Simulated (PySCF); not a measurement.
Si⁺: excitation energy

Si⁺ [Ne] 3s2 3p1 (2P) → Si⁺ [Ne] 3s1 3p1 3d1 (high-spin determinant), as a difference of total energies. All numbers are calculated (PySCF 2.14, scalar relativity by spin-free X2C-1e, in aug-cc-pCVQZ-DK (10s9p7d5f3g, 134 functions)). Correlated levels: valence: [Ne] frozen; valence and next inner shell: 1s2 frozen; nothing frozen. The calculations carry no spin-orbit coupling.

| method | excitation energy (eV) |
| --- | --- |
| UHF | 13.670 |
| LDA | 14.088 |
| PBE | 13.913 |
| PBE0 | 14.090 |
| r2SCAN | 13.765 |
| M06 | 14.346 |
| TPSS | 13.951 |
| r2SCAN0 | 14.013 |
| MP2 (valence) | 14.532 |
| SCS-MP2 (valence) | 14.935 |
| MP2 (valence and next inner shell) | 14.727 |
| SCS-MP2 (valence and next inner shell) | 15.087 |
| MP2 (all electrons) | 14.724 |
| SCS-MP2 (all electrons) | 15.085 |

Task: How much does correlation contribute at MP2 (all electrons)?

Result: 14.724 − (13.670) = 1.054 eV, measured against UHF.

The promoted electron is Rydberg-like, and one or two diffuse shells describe it only roughly, which tends to raise the upper state.

The determinant of the upper state mixes LS terms, which raises its energy above the lowest term, most at the Hartree-Fock and MP2 levels.
